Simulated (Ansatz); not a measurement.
Basis-set extrapolation for Al₂ClFH₄Si, SMILES `F[SiH]([AlH2])[AlH][Cl]` (PBE0-D4/def2-TZVP geometry, frozen core, the Gaussian-basis code of Ansatz). Multiplicity 1, RHF reference.

```
                       def2-TZVPP    def2-QZVPP
                 HF  -1334.229288  -1334.269881
    MP2 correlation     -0.714078     -0.780172
CCSD(T) correlation     -0.799377       not run
```

Energies in hartree. Use E(X) = E(∞) + A·exp(−7.88·√X) for Hartree–Fock and E(X) = E(∞) + B·X^(−2.97) for correlation, with X = 3 and 4, and add CCSD(T) minus MP2 of the smaller set to the MP2 limit.

What is the CCSD(T) energy at the basis-set limit?

HF limit: -1334.269881 + (-0.040593) × 0.13774 = -1334.27547. MP2 limit: -0.780172 + (-0.066094) × 0.74074 = -0.82913. Higher-order term: -0.799377 − (-0.714078) = -0.08530. Total: -1335.18990 hartree, 4.39 eV below CCSD(T)/def2-TZVPP.
